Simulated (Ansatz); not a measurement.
CH5BOSi, SMILES `B1OC[SiH2]1`. Total charge 0; spin multiplicity 1.

```xyz
9

B     0.4723    0.6108   -1.1983
O    -0.4125   -0.4152   -1.2800
C    -0.6978   -0.8178    0.0966
Si    0.4790    0.5163    0.8214
H     0.8889    1.1457   -2.1810
H    -1.7678   -0.7096    0.2828
H    -0.4205   -1.8657    0.2238
H    -0.1867    1.5539    1.6567
H     1.6449   -0.0182    1.5779
```

Task: List the harmonic frequencies (cm⁻¹, unscaled) at PBE0-D4/def2-TZVP in Ansatz. (An estimate is asked.)

Result: Ansatz gave: 191, 436, 504, 543, 605, 727, 746, 804, 835, 910, 951, 1071, 1196, 1198, 1335, 1476, 2208, 2217, 2649, 3079, 3138.

Task: Is this a minimum?

Result: Yes, all 21 modes are real.

Task: Give the ideal-gas thermochemistry at 298.15 K and 1 bar (rigid rotor, harmonic oscillator; point group Cs, symmetry number 1).

Result: Zero-point energy 160.4 kJ/mol; H(298) − E = 175.4 kJ/mol; entropy 290.2 J/(mol·K), of which translation 162.2, rotation 102.6, vibration 25.4; G(298) − E = 88.9 kJ/mol.

Task: Rotational constants (cm⁻¹)?

Result: 0.3803, 0.2, 0.141.
